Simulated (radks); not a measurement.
Ionisation of neutral sulfur, [Ne] 3s2 3p4, to [Ne] 3s2 3p3 as the strength of local exchange is varied. Method: Dirac Kohn-Sham, Slater X-alpha exchange (alpha = 2/3 is LDA exchange), no correlation, spin-unpolarised, spherical densities, point nucleus; open shells are shared between the two j in proportion to 2j + 1; computed with a radial shooting solver on a logarithmic mesh with Libxc functionals.

| alpha | E(S) (hartree) | exchange (hartree) | IE (eV) | -e of the level emptied (eV) | <r> of it (bohr) |
|---|---|---|---|---|---|
| 0.642 | -395.75472 | -22.06096 | 10.349 | 5.683 (3p3/2) | 2.123 |
| 0.667 | -396.61459 | -22.96277 | 10.622 | 5.919 (3p3/2) | 2.107 |
| 0.706 | -397.95919 | -24.37594 | 11.055 | 6.295 (3p3/2) | 2.083 |
| 0.812 | -401.63340 | -28.25587 | 12.271 | 7.363 (3p3/2) | 2.021 |
| 0.858 | -403.23681 | -29.95733 | 12.817 | 7.846 (3p3/2) | 1.996 |
| 0.885 | -404.18045 | -30.96100 | 13.143 | 8.136 (3p3/2) | 1.982 |
| 0.929 | -405.72222 | -32.60451 | 13.681 | 8.617 (3p3/2) | 1.959 |

NIST Atomic Spectra Database: 10.360 eV (measured). The Delta-SCF value meets it near alpha = 0.64. Spin polarisation and multiplet splitting are left out, so open shells lie too high by an amount that depends on their filling.

Beside tabulated values, note that spin-unpolarised runs miss the spin-polarisation part of the exchange energy of open shells.
